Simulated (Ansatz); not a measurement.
Born–Oppenheimer molecular dynamics of ClH$_{2}$InO$_{2}$ (6 atoms, charge 0, multiplicity 1). It starts from a relaxed structure.

All numbers below come from Ansatz, RKS B3LYP/def2-SVP.

| Property | Result |
| --- | --- |
| ensemble | NVE (velocity Verlet) |
| time step | 1 fs |
| steps asked | 150 |
| starting velocities drawn for | 2000 K |
| seed | 737916 |

First frame:

```xyz
6
Properties=species:S:1:pos:R:3
In 0.069 -0.238 0.089
Cl -0.207 0.144 2.392
O 1.915 -0.316 -0.659
H 1.883 -0.486 -1.613
O -1.522 -0.482 -1.099
H -2.347 -0.421 -0.595
```

**Question.** How far do the bonds stretch over the last three quarters of this one trajectory? (Pairs bonded in most of those frames.)

**Answer.** 
| bond | mean (Å) | spread (Å) | shortest | longest |
| --- | --- | --- | --- | --- |
| In1–Cl2 | 2.351 | 0.018 | 2.32 | 2.38 |
| In1–O3 | 2.010 | 0.069 | 1.90 | 2.12 |
| In1–O5 | 2.048 | 0.146 | 1.82 | 2.24 |
| O3–H4 | 0.978 | 0.041 | 0.92 | 1.04 |
| O5–H6 | 0.982 | 0.056 | 0.89 | 1.06 |

Mean temperature of the second half: 943 K. The conserved energy wandered by up to 6.0 meV per atom (net 4.4 meV per atom), which is poor conservation. Over the second half the temperature averaged 0.47 of the 2000 K drawn at the start: a run that starts near a minimum puts about half its kinetic energy into the potential. A run of 0.15 ps of so small a system gives no equilibrium averages.

The run took 9.9 min on 1 thread of Arm Neoverse V1, with other jobs on the host, peak memory 0.17 GiB.
